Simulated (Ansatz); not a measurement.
Several settings on one geometry of Zn(OH)2 (ZnO2H2) (that of the charge 0 singlet, r2SCAN-D4/def2-TZVP). Ansatz on 4 threads of Intel Xeon on a shared host; times are rough.

```xyz
5

Zn   -0.145   -0.091    0.008
O    -0.269    0.078    1.757
H    -0.068    0.962    2.081
O    -0.187   -0.364   -1.731
H     0.668   -0.586   -2.114
```

Totals from different functionals, basis sets or treatments of relativity can't be compared as stabilities.

The 6-31G sets use Cartesian d functions. B3LYP takes the VWN-RPA correlation. Correlated methods freeze 7 core orbitals.

Q: Give the basis size and estimate the energy, ⟨S²⟩, dipole and time of these runs.

```tsv
run	method	charge	state	further keys
1	UKS B3LYP-D3(BJ)-ATM/6-31G	0	singlet	scf: {lower_state_search: off}; forces asked
2	UKS BHLYP/6-31G*	0	singlet	pseudopotentials: {relativity: none}; scf: {omitted_lower_state_checks: [starts]}; forces asked
3	RHF, mp2/def2-SVP	0	singlet	point_charges: [{charge: -1.00, position_ang: [5.338, 0.788, -0.473]}]
```

A: 
```csv
run,functions,energy (Eh),⟨S²⟩,dipole (D),wall time
1,51,-1930.7533,0.00,2.56,2.4 s
2,70,-1930.6281,0.00,2.36,3.8 s
3,69,-1929.1038,–,–,2.1 s
```
